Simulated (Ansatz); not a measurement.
Task: Name a neutral molecule of C, Ga, Si and H with size of the dipole moment (B3LYP/def2-TZVPP) between 1.95 and 2.25 D and size of the dipole moment (PBE/def2-TZVPP) between 2.00 and 2.30 D (Ansatz, PBE0-D4/def2-TZVP geometry).

Result: `[SiH3][Ga]1[CH2][SiH2]1` (2.22 D, 2.09 D); `[SiH3][Ga]1[CH2][CH2]1` (2.19 D, 2.02 D). Other molecules can fit too; these were computed, each in one conformer that needn't be the lowest.

B3LYP here is the variant with VWN-RPA as its local correlation; programs differ in this.
